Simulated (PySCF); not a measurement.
## Adding and removing an electron: SbCl

UHF-CCSD(T); basis Sb def2-TZVPPD with ECP28, Cl def2-TZVPPD; scalar-relativistic core potentials; PySCF 2.14. Neutral (UHF): triplet (π ↑↑), Re = 2.349 Å, ωe = 369 cm⁻¹, De = 2.90 eV.

SbCl⁺ (UHF): doublet (π ↑), Re = 2.242 Å, ωe = 450 cm⁻¹, De = 3.40 eV to Sb⁺ + Cl. The energies at the minima are -699.33496 hartree for SbCl and -699.02025 for SbCl⁺.

Task: Work out the adiabatic ionisation energy, without and with harmonic zero-point energies (1 hartree = 27.2114 eV, 1 eV = 8065.5 cm⁻¹), and the change of the bond length.

Result: At UHF-CCSD(T): 0.31471 hartree = 8.564 eV between the minima; the zero-point term (450.0 − 369.0)/2 cm⁻¹ = +0.005 eV makes it 8.569 eV. Re changes by -10.7 pm against the neutral. The electron leaves a π orbital, and the shorter bond of the ion fits an antibonding orbital, or a change in how ionic the bond is.

SbCl⁻ (UHF): doublet (π ↑), Re = 2.491 Å, ωe = 280 cm⁻¹, De = 0.65 eV to Sb + Cl⁻. The energies at the minima are -699.33496 hartree for SbCl and -699.37901 for SbCl⁻.

Task: Work out the adiabatic electron affinity, without and with harmonic zero-point energies (1 hartree = 27.2114 eV, 1 eV = 8065.5 cm⁻¹), and the change of the bond length.

Result: At UHF-CCSD(T): 0.04405 hartree = 1.199 eV between the minima; the zero-point term (369.0 − 280.0)/2 cm⁻¹ = +0.006 eV makes it 1.204 eV. Re changes by +14.2 pm against the neutral. The electron enters a π orbital, and the longer bond of the ion fits an antibonding orbital, or a change in how ionic the bond is.

Correlated steps freeze 9 core orbitals. Spin–orbit coupling is left out, which matters for elements this heavy, above all for dissociation energies. For an ion De counts to the pair picked by the measured ionisation energies or electron affinities, which need not be the lowest pair at this level. States were picked by a PBE0 search and need not be the measured ground states.
